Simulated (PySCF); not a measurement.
Positional isomers: thiophene hydroxy+boryl. All species are isolated molecules in the gas phase. One relaxed conformer stands for each flexible species; it need not be the lowest. Strings in code marks are SMILES.

The HOMO–LUMO gap from two functionals at the same geometries (PBE0-D3(BJ)/def2-SVP), both in PySCF: PBE-D3(BJ)/def2-TZVP and ωB97X-D3(BJ)/def2-TZVP. 

| species | ωB97X-D3(BJ)/def2-TZVP (eV) |
|---|---|
| `Bc1ccc(O)s1` | 9.00 |
| `Bc1ccsc1O` | 9.21 |
| `Oc1cc(cs1)B` | 8.84 |
| `Bc1cscc1O` | 9.02 |
| `Bc1sccc1O` | 9.07 |

Problem. What does PBE-D3(BJ)/def2-TZVP give for each?

Solution. 
- `Bc1ccc(O)s1`: 3.18
- `Bc1ccsc1O`: 3.11
- `Oc1cc(cs1)B`: 2.77
- `Bc1cscc1O`: 2.88
- `Bc1sccc1O`: 3.11
Over these rows, drawn at random from the members with no instability flagged (it was tested for open shells, ions and some series alone), PBE minus ωB97X-D3(BJ): mean -6.02 eV, from -6.14 eV to -5.82 eV.
